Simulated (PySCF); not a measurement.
C3H3BrF2, SMILES F[C@@H]1[C@H](F)[C@H]1Br.

Coordinates come from a PBE0-D3(BJ)/def2-SVP optimisation. The structure was generated by enumeration; whether it is a known compound was not checked.

Calculation: PySCF with ωB97X/def2-TZVP.

Symmetry labels are those of the subgroup Cs that the program uses (full group Cs).

Problem. List the valence orbital energies around the gap with their symmetry. (Estimate from the structure and the level; the computed values follow.)

Solution. 
```json
[
 {"orbital": "HOMO−7", "symmetry": "A\"", "energy (eV)": "-16.19"},
 {"orbital": "HOMO−6", "symmetry": "A\"", "energy (eV)": "-14.66"},
 {"orbital": "HOMO−5", "symmetry": "A'", "energy (eV)": "-14.32"},
 {"orbital": "HOMO−4", "symmetry": "A'", "energy (eV)": "-14.16"},
 {"orbital": "HOMO−3", "symmetry": "A\"", "energy (eV)": "-12.46"},
 {"orbital": "HOMO−2", "symmetry": "A'", "energy (eV)": "-11.66"},
 {"orbital": "HOMO−1", "symmetry": "A'", "energy (eV)": "-10.58"},
 {"orbital": "HOMO", "symmetry": "A\"", "energy (eV)": "-10.38"},
 {"orbital": "LUMO", "symmetry": "A'", "energy (eV)": "1.65"},
 {"orbital": "LUMO+1", "symmetry": "A'", "energy (eV)": "3.43"},
 {"orbital": "LUMO+2", "symmetry": "A'", "energy (eV)": "3.83"},
 {"orbital": "LUMO+3", "symmetry": "A\"", "energy (eV)": "4.57"}
]
```
